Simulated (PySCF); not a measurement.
C4H5Cl3 (charge +1 and doublet state).
Cartesian coordinates in Å at the GFN2-xTB level; atoms count from 1:
```
atom  x, y, z in Å
C1     1.931   -0.357    0.082
C2     0.490   -0.462   -0.091
C3    -0.389    0.468    0.373
C4    -1.859    0.453    0.107
Cl5   -2.154   -0.477    1.695
Cl6   -2.643    2.019    0.171
Cl7   -2.419   -0.497   -1.251
H8     2.238    0.518    0.647
H9     2.437   -0.378   -0.890
H10    2.300   -1.272    0.565
H11    0.119   -1.310   -0.654
H12   -0.049    1.295    0.986
```

The hyperfine couplings belong to this conformer and change with its torsions.

The species is `C[CH+][CH]C(Cl)(Cl)Cl` [radical] (charge +1).

Theory: UKS B3LYP, pcH-1 on C Cl H, non-relativistic, mean-field spin-orbit, GIAO (PySCF 2.14.0). Geometry: GFN2-xTB, one conformer, isolated ion. The geometry wasn't refined by DFT: couplings that depend on bond lengths, twists or pyramidal angles can differ widely from those at the functional's own minimum, by a factor of two or more for some ions and for spin on atoms past the first row. Stability of the SCF solution: not tested.

Problem. What is the g tensor, term by term?

Solution. 
```tsv
Δg (ppt)	1	2	3
relativistic mass correction	-0.21	-0.21	-0.21
gauge correction	0.02	0.04	0.01
orbital Zeeman/spin–orbit	-0.03	1.05	21.58
total	-0.22	0.88	21.39
```

So g = 2.00210, 2.00320, 2.02371 and g_iso = 2.00967; the tensor is close to axial: the two nearest values differ by 5 % of g3 − g1. 

Problem. What are the electron Larmor frequencies g μB B/h along the three axes at 340 mT?

Solution. 9.5275, 9.5327, 9.6303 GHz for g1, g2 and g3, a range of 102.8 MHz.

Problem. At 34.183 GHz, how far is the centre of the isotropic spectrum from where a free electron (g = 2.002319) resonates?

Solution. B = hν/(g μB) with μB/h = 13.99624 MHz/mT gives 1219.73 mT for the free electron and 1215.27 mT at g_iso, 4.46 mT lower.

Problem. In a frozen sample, at which fields do the three g values resonate at 9.5, 34, 94 and 263 GHz (hyperfine left aside), and which band first spreads them over more than twice a line width of 0.5 mT?

Solution. 
```json
{"band": "X", "GHz": "9.5", "B(g3) mT": "335.40", "B(g2) mT": "338.83", "B(g1) mT": "339.02", "spread mT": "3.62"}
{"band": "Q", "GHz": "34.0", "B(g3) mT": "1200.38", "B(g2) mT": "1212.67", "B(g1) mT": "1213.34", "spread mT": "12.96"}
{"band": "W", "GHz": "94.0", "B(g3) mT": "3318.70", "B(g2) mT": "3352.68", "B(g1) mT": "3354.52", "spread mT": "35.82"}
{"band": "J", "GHz": "263.0", "B(g3) mT": "9285.29", "B(g2) mT": "9380.36", "B(g1) mT": "9385.51", "spread mT": "100.22"}
```

The spread grows in proportion to the frequency. X band is the first where it exceeds 1.0 mT.

Largest spin populations (Mulliken): C2 (+0.37), C3 (+0.32) and Cl5 (+0.30). Three atoms exceed +0.15.

The HOMO–LUMO gaps are 5.87 eV among the α and 2.21 eV among the β orbitals.

Time: 2.3 min of wall time (grids of density and orbitals included); peak memory 0.97 GiB. Hardware: an Arm Neoverse N1 with one thread, on a shared host.
